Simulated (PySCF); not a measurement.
Nonlinear optical response: SMILES FC1=CC2(C=CC=C2)C=C1, C9H7F

Geometry (Å), atoms numbered from 1 in this order:
```xyz
17

F    -3.1907    1.6678    0.2355
C    -2.1217    0.8756    0.0770
C    -0.8497    1.2041    0.3258
C     0.0106    0.0155    0.0068
C     1.0688    0.2900   -1.0310
C     2.2740   -0.0049   -0.5349
C     2.1314   -0.4758    0.8306
C     0.8388   -0.4687    1.1693
C    -0.9988   -1.0049   -0.4509
C    -2.2305   -0.4870   -0.4044
H    -0.4585    2.1339    0.6882
H     0.8206    0.6616   -2.0070
H     3.2163    0.0858   -1.0443
H     2.9560   -0.7751    1.4524
H     0.3899   -0.7552    2.1013
H    -0.7048   -1.9902   -0.7592
H    -3.1586   -0.9606   -0.6650
```

Method: quadratic response CAM-B3LYP/def2-SVPD first hyperpolarisability, Taylor convention, gas phase in PySCF 2.14.0. Geometry: GFN2-xTB.

**Question.** Give β for the processes computed.

**Answer.** In au, Taylor convention; the vector part is βᵢ = ⅓ Σⱼ (βᵢⱼⱼ + βⱼᵢⱼ + βⱼⱼᵢ); β∥ is 3/5 of the vector part along the dipole, the dipole points from − to +:
```tsv
process	λ (nm)	β vector norm	β∥	β HRS	depolarisation ratio
static β(0;0,0)	∞	161.3	-95.8	63.6	6.01
second harmonic β(−2ω;ω,ω)	1064	174.2	-103.5	68.6	6.13
Pockels β(−ω;ω,0)	1064	165.5	-98.3	–	–
second harmonic β(−2ω;ω,ω)	800	184.0	-109.5	72.4	6.25
Pockels β(−ω;ω,0)	800	168.8	-100.3	–	–
```

**Question.** Which lowest excitations, dipole and polarisabilities go with it?

**Answer.** S1 4.43 eV (f = 0.017); S2 4.46 eV (f = 0.018); S3 5.86 eV (f = 0.057); dipole 1.85 D; isotropic α 95.6 au static, 96.7 au at 1064 nm, 97.5 au at 800 nm, 100.1 au at 532 nm, 104.4 au at 400 nm.
